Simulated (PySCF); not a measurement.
C3H5 (anion, charge -1), SMILES C(=C)[CH2-] (PBE/def2-SVP optimised geometry):

```
8

C      1.432    -0.530     0.000
C      0.028    -0.530     0.000
C     -0.939     0.486     0.000
H      2.017     0.409     0.000
H      2.002    -1.475     0.001
H     -0.412    -1.558     0.000
H     -2.017     0.247    -0.001
H     -0.663     1.558    -0.001
```

Method: PBE/def2-TZVPD run with PySCF.

Question: What are the frontier orbital energies?

Answer: HOMO-2 -2.16 eV, HOMO-1 -1.06 eV, HOMO 2.34 eV, LUMO 4.13 eV, LUMO+1 4.44 eV.

On the same geometry PBE0/def2-TZVPD in PySCF gives HOMO-2 -3.56 eV, HOMO-1 -2.35 eV, HOMO 1.46 eV, LUMO 4.65 eV, LUMO+1 4.93 eV.

Meta-Löwdin charges at PBE/def2-TZVPD: C1 -0.56, C2 -0.14, C3 -0.56, H4 0.05, H5 0.05, H6 0.06, H7 0.05, H8 0.05.
